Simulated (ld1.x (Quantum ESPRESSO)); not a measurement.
## Reading a pseudo-wave (Sb)

Columns: radius, all-electron u(r) and pseudo u(r) of the 5p shell (level -5.00 eV) of antimony in the configuration [Kr] 4d10 5s2 5p3; LDA (PZ), scalar-relativistic, PAW scheme, ld1.x (Quantum ESPRESSO) 7.5.

```
r (bohr)  all-electron   pseudo
   0.135       -0.0272  -0.0078
   0.270       -0.1708  -0.0309
   0.405        0.0404  -0.0678
   0.540        0.2350  -0.1165
   0.675        0.2884  -0.1742
   0.810        0.2261  -0.2379
   0.945        0.1023  -0.3043
   1.080       -0.0415  -0.3701
   1.215       -0.1810  -0.4325
   1.350       -0.3042  -0.4891
   1.485       -0.4068  -0.5380
   1.620       -0.4880  -0.5782
   1.755       -0.5495  -0.6091
   1.890       -0.5934  -0.6310
   2.025       -0.6225  -0.6445
   2.160       -0.6390  -0.6506
   2.295       -0.6453  -0.6504
   2.430       -0.6432  -0.6448
   2.565       -0.6347  -0.6349
   2.700       -0.6211  -0.6211
   2.835       -0.6035  -0.6035
   2.970       -0.5831  -0.5831
   3.105       -0.5606  -0.5606
   3.240       -0.5367  -0.5367
   3.375       -0.5120  -0.5120
   3.510       -0.4869  -0.4869
```

How many radial nodes do the two functions have?

The all-electron 5p function has n − l − 1 = 3 (the table is too coarse to show those close to the nucleus); the pseudo-wave has 0, since the states of the same l below it are removed with the core.

At about which radius was the pseudo-wave matched?

2.70 bohr. The columns agree to 0.0005 from 2.56 bohr on; several derivatives are matched, so the curves merge somewhat inside the radius.

Is the pseudo-wave norm-conserving?

No, it belongs to a PAW set: the norm inside the radius is not constrained, and the difference is carried by the augmentation charge.
